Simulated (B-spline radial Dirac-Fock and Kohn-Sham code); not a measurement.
Model: the Dirac equation of a negative muon with reduced mass in the field of a spherical finite nucleus, with the Uehling potential to all orders; nuclear polarisation, deformation, hyperfine structure, self-energy, higher-order vacuum polarisation, relativistic recoil and electron screening are left out. Program: a radial finite-basis atomic code. The nuclear charge is a Fermi distribution (skin thickness 2.3 fm).

Q: A muonic atom of atomic mass 186.97 u emits these computed lines: 2p3/2 → 1s1/2 5880 keV, 3d5/2 → 2p3/2 2398 keV, 4f7/2 → 3d5/2 892.5 keV, 5g9/2 → 4f7/2 410.4 keV. Which element is it, and what rms charge radius was used?

A: Mercury (Z = 80, nuclide ¹⁸⁷Hg); the high transitions hardly feel the nucleus and fix Z. The 2p → 1s line lies 9383 keV below the value for a point nucleus without QED, which for this nuclear model gives a radius near 5.40 fm (5.4046 fm was used).
